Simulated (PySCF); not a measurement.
**Input and output**

[Nd(SH)4]− (singlet in the valence; each metal's 4f electrons, 3 of them, lie in its core potential, out of spins and levels). PySCF 2.14.0, RKS PBE0, Nd lcecp-1-SVP with ECP49, S def2-SVP, H def2-SVP; non-relativistic Hamiltonian with scalar-relativistic core potentials where named; density fitting; no spin-orbit coupling. Purpose: finer grid at the relaxed geometry.

```python
mol = gto.M(atom='''
Nd    -0.00000     0.00000     0.00000
S      1.69886     1.48051     1.52320
H      2.72093     1.01241     0.76792
S     -1.69886    -1.48051     1.52320
H     -2.72093    -1.01241     0.76792
S      1.48054    -1.69868    -1.52331
H      1.01315    -2.72102    -0.76781
S     -1.48054     1.69868    -1.52331
H     -1.01315     2.72102    -0.76781''',
    basis={'Nd': 'lcecp-1-SVP', 'S': 'def2-SVP', 'H': 'def2-SVP'},
    ecp={'Nd': 'lcecp-1-SVP'},
    charge=-1, spin=0)
mf = dft.RKS(mol, xc='PBE0')
mf.grids.atom_grid = (75, 302)  # f atoms: unpruned, at least (60, 302)
mf = mf.density_fit()  # fitting sets: Nd AutoAux, S def2-universal-JKFIT, H def2-universal-JKFIT
mf.conv_tol = 1e-09; mf.max_cycle = 55
mf.kernel(dm0)  # dm0: converged density of the relaxed state
mf.nuc_grad_method().kernel()
```

Run from Python with OMP_NUM_THREADS=2; the lines above give its settings. Where DIIS fails, smearing, a level shift and second-order steps follow.
It took 22 s on 2 threads of Intel(R) Xeon(R) 6975P-C (Granite Rapids), with other jobs on the host, with gradient, populations and further properties, from an already converged density.

Where do the frontier levels lie, over both spins?

HOMO -3.05 eV, LUMO 2.86 eV. The 4f levels lie in the core potential and are missing.

What are the Mulliken charges and spins?


```
atom  charge (e)  spin (e)
 Nd1       0.608     0.000
  S2      -0.483     0.000
  H3       0.081     0.000
  S4      -0.483     0.000
  H5       0.081     0.000
  S6      -0.483     0.000
  H7       0.081     0.000
  S8      -0.483     0.000
  H9       0.081     0.000
```
The spin of the 4f electrons in the core isn't counted.

What forces act on the atoms (eV/Å)?


```
Nd   0.00  0.00  0.00
S   -0.01  0.00  0.01
H    0.01  0.00 -0.01
S    0.01  0.00  0.01
H   -0.01  0.00 -0.01
S    0.00  0.01  0.00
H    0.00 -0.01  0.01
S    0.00 -0.01  0.00
H    0.00  0.01  0.01
```
Forces carry noise of the integration grid, about 0.01 to 0.03 eV/Å.

An lcecp potential fixes the number of 4f electrons, so in runs with it no electron can move into or out of that shell.
